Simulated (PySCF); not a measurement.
VOCl2, SMILES [V+](=[O])([Cl])[Cl], charge +1, multiplicity 1.

Geometry optimised at PBE0-D3(BJ)/def2-SVP. The spin state was assumed, not searched. The isomer is the one that the SMILES or the coordinates give; other isomers of the formula were not compared.

The numbers are results of PBE/def2-TZVPD in PySCF, not measurements.

Symmetry labels are those of the subgroup Cs that the program uses (full group Cs).

Computed valence orbital energies around the gap with their symmetry:
```json
[
 {"orbital": "HOMO−7", "symmetry": "A'", "energy (eV)": "-16.77"},
 {"orbital": "HOMO−6", "symmetry": "A'", "energy (eV)": "-16.71"},
 {"orbital": "HOMO−5", "symmetry": "A'", "energy (eV)": "-15.93"},
 {"orbital": "HOMO−4", "symmetry": "A\"", "energy (eV)": "-15.89"},
 {"orbital": "HOMO−3", "symmetry": "A'", "energy (eV)": "-15.36"},
 {"orbital": "HOMO−2", "symmetry": "A\"", "energy (eV)": "-14.62"},
 {"orbital": "HOMO−1", "symmetry": "A'", "energy (eV)": "-14.43"},
 {"orbital": "HOMO", "symmetry": "A\"", "energy (eV)": "-13.96"},
 {"orbital": "LUMO", "symmetry": "A'", "energy (eV)": "-11.86"},
 {"orbital": "LUMO+1", "symmetry": "A\"", "energy (eV)": "-11.40"},
 {"orbital": "LUMO+2", "symmetry": "A'", "energy (eV)": "-10.50"},
 {"orbital": "LUMO+3", "symmetry": "A\"", "energy (eV)": "-9.44"}
]
```
